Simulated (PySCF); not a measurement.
A geometry optimisation, step by step.

SiI₄.
SMILES with atom numbers: `[I:1][Si:2]([I:3])([I:4])[I:5]`

Method: PBE0-D3(BJ)/def2-SVP geometry optimisation, gas phase, def2 core potentials past Kr in PySCF; density fitting, grid level 1; the optimiser is geomeTRIC in internal coordinates, started from a GFN2-xTB structure with every atom displaced at random (about 0.01 Å). The frame can shift and turn from step to step; on so coarse a grid that alone can change the energy by a few meV, and forces under 0.02 eV/Å are noise.

Step 0: E = -40281.2693 eV, largest atomic force 0.562 eV/Å
```
atom  x, y, z in Å  |  force x, y, z in eV/Å
I1     -1.899    0.324   -1.515    0.096   0.024   0.108
Si2    -0.003   -0.004   -0.005    0.213   0.090   0.178
I3      1.932   -0.775   -1.319   -0.238   0.097   0.182
I4      0.591    2.130    1.123   -0.167  -0.475  -0.249
I5     -0.587   -1.710    1.678    0.096   0.265  -0.219
```

Step 1: E = -40281.2513 eV, largest atomic force 0.560 eV/Å
```
atom  x, y, z in Å  |  force x, y, z in eV/Å
I1     -1.468    1.070   -1.626    0.027   0.081   0.007
Si2     0.016    0.050    0.017    0.063  -0.401  -0.386
I3      2.008    1.408    0.321   -0.031   0.089   0.094
I4     -1.215   -0.396    2.044   -0.124   0.161   0.391
I5      0.693   -2.166   -0.797    0.065   0.070  -0.107
```

Step 2: E = -40281.2821 eV, largest atomic force 0.262 eV/Å
```
atom  x, y, z in Å  |  force x, y, z in eV/Å
I1     -1.456    1.078   -1.625    0.001  -0.005   0.015
Si2     0.013    0.011    0.004   -0.088  -0.247  -0.009
I3      1.978    1.407    0.336   -0.003   0.030   0.072
I4     -1.219   -0.350    2.094    0.118   0.091  -0.093
I5      0.718   -2.180   -0.848   -0.029   0.130   0.015
```

Step 3: E = -40281.2896 eV, largest atomic force 0.033 eV/Å
```
atom  x, y, z in Å  |  force x, y, z in eV/Å
I1     -1.457    1.073   -1.625   -0.018  -0.014  -0.014
Si2     0.009   -0.010   -0.005   -0.023   0.005   0.009
I3      1.961    1.403    0.361    0.018   0.013   0.024
I4     -1.198   -0.321    2.095    0.024   0.003  -0.003
I5      0.720   -2.178   -0.866   -0.001  -0.007  -0.015
```

Step 4: E = -40281.2900 eV, largest atomic force 0.027 eV/Å
```
atom  x, y, z in Å  |  force x, y, z in eV/Å
I1     -1.460    1.068   -1.629    0.000  -0.015   0.004
Si2     0.008   -0.010   -0.006    0.003   0.026  -0.002
I3      1.961    1.403    0.370   -0.010  -0.006   0.002
I4     -1.192   -0.317    2.096    0.007  -0.006   0.005
I5      0.718   -2.178   -0.870    0.000   0.001  -0.008
```

Step 5: E = -40281.2900 eV, largest atomic force under 0.02 eV/Å
```
atom  x, y, z in Å  |  force x, y, z in eV/Å
I1     -1.460    1.065   -1.631   -0.004  -0.004   0.002
Si2     0.007   -0.008   -0.006    0.003   0.009   0.001
I3      1.961    1.402    0.373   -0.004   0.002  -0.002
I4     -1.190   -0.315    2.097    0.003  -0.007   0.004
I5      0.716   -2.176   -0.872    0.002   0.000  -0.005
```

Task: Summarise the path.

Result: The energy falls by 0.0207 eV from step 0 to step 5; nine tenths of that is first reached at step 3. It rises by more than 0.2 meV at step 1. The largest force goes from 0.562 to under 0.02 eV/Å. Among the bonds Si2–I4 changes most, from 2.486 to 2.440 Å; the atoms move by 0.029 Å rms after alignment.

The cost below is that of the whole optimisation. Time: 38 s wall, 97 s CPU; peak memory 0.59 GiB. Hardware: 2 threads of an Intel Xeon 6975P-C, shared host with 192 logical CPUs at a one-minute load of 65.
